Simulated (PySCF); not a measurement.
## Bond curve of ZnN

Set-up: basis Zn 6-31G(d,p), N 6-31G(d,p); no relativity; PySCF 2.14. Energies in eV from Zn + N in their ground configurations at the same level. State: ⁴Σ⁻ (quartet), unpaired electrons σ ↑, π ↑↑.

All columns are PBE0. A positive dipole means Zn(−)N(+).

```csv
R (Å),E (eV),μ (D),Mulliken charge on Zn (basis-dependent),HOMO (eV),LUMO (eV),Mayer bond order,⟨S²⟩
1.681,-0.281,-1.11,0.34,-5.55,-2.89,1.10,3.76
1.760,-0.593,-1.19,0.32,-5.58,-2.70,1.05,3.76
1.838,-0.754,-1.25,0.31,-5.62,-2.53,1.00,3.76
1.896,-0.806,-1.28,0.30,-5.65,-2.42,0.96,3.76
1.955,-0.817,-1.30,0.29,-5.68,-2.36,0.92,3.76
2.014,-0.800,-1.30,0.28,-5.72,-2.38,0.87,3.77
2.092,-0.747,-1.29,0.26,-5.77,-2.40,0.82,3.77
2.190,-0.657,-1.24,0.24,-5.83,-2.41,0.74,3.77
2.307,-0.540,-1.14,0.20,-5.90,-2.41,0.64,3.77
2.463,-0.396,-0.97,0.16,-5.97,-2.39,0.51,3.77
```

A fit through these points gives, at Re = 1.945 Å, μ = -1.30 D and dμ/dR = -0.239 D/Å; the reduced mass is 11.49 u.

Q: How strong is the fundamental in the double-harmonic approximation, I = 42.26·(dμ/dR)²/μred km/mol?

A: I = 42.26·(-0.239)²/11.49 = 0.210 km/mol at PBE0.

The state was picked by a PBE0 search and need not be the measured ground state.
